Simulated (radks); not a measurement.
Results of a calculation; reference values are marked as such.
Spin polarisation of the 4s1 shell in the calcium ion Ca+. Start: [Ar] 4s(up 0.5, down 0.5); electrons of 4s are moved from spin down to spin up, other shells keep equal spins. Level of theory: scalar-relativistic Kohn-Sham, r2SCAN, spin-polarised, spherical densities, finite nucleus; meta-GGA in the generalised Kohn-Sham scheme; Fermi nuclear charge, rms radius of each element as measured or else 0.836 A^(1/3) + 0.57 fm (a radial shooting solver on a logarithmic mesh with Libxc functionals).

moment (Bohr magnetons)  E - E(0) (eV)  e(4s up) (eV)  e(4s down) (eV)  3p down minus up (eV)  3s down minus up (eV)  2p down minus up (eV)
0                                0.000         -8.853           -8.853                 0.000                  0.000                 0.000
0.25                            -0.029         -9.061           -8.604                  0.026                  0.024                  0.009
0.5                             -0.116         -9.237           -8.294                  0.052                  0.048                  0.018
0.75                            -0.266         -9.375           -7.911                  0.080                  0.072                  0.026

At moment 0.75 the spin-polarisation energy is -0.266 eV and the 4s exchange splitting 1.464 eV, that is 1.951 eV per Bohr magneton; E = -I m^2/4 would give I = 1.891 eV.
